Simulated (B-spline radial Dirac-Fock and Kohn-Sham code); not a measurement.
The M5 (3d5/2) hole of xenon ions: width and yield against charge

These are calculated numbers from a radial B-spline solver; the model is a relativistic independent-particle model: LDA orbitals of the hole state, radiative multipoles to third order, Auger rates from the Coulomb interaction with a continuum orbital, Dirac-Fock energies. Tabulated ground configurations, configuration averages; single configurations, so decays that open only by mixing (as 1s 2s² with 1s 2p² in Be-like ions) are missing and such tiny yields are far too low.

| ion | configuration | radiative (eV) | non-radiative (eV) | yield |
| --- | --- | --- | --- | --- |
| Xe | [Kr] 4d10 5s2 5p6 | 0.000251 | 0.649 | 0.000387 |
| Xe⁺ | [Kr] 4d10 5s2 5p5 | 0.000249 | 0.650 | 0.000384 |
| Xe²⁺ | [Kr] 4d10 5s2 5p4 | 0.000247 | 0.651 | 0.000379 |
| Xe³⁺ | [Kr] 4d10 5s2 5p3 | 0.000243 | 0.651 | 0.000374 |
| Xe⁴⁺ | [Kr] 4d10 5s2 5p2 | 0.000239 | 0.652 | 0.000367 |
| Xe⁵⁺ | [Kr] 4d10 5s2 5p1 | 0.000234 | 0.652 | 0.000359 |
| Xe⁶⁺ | [Kr] 4d10 5s2 | 0.000228 | 0.653 | 0.000349 |
| Xe⁷⁺ | [Kr] 4d10 5s1 | 0.000229 | 0.655 | 0.000350 |
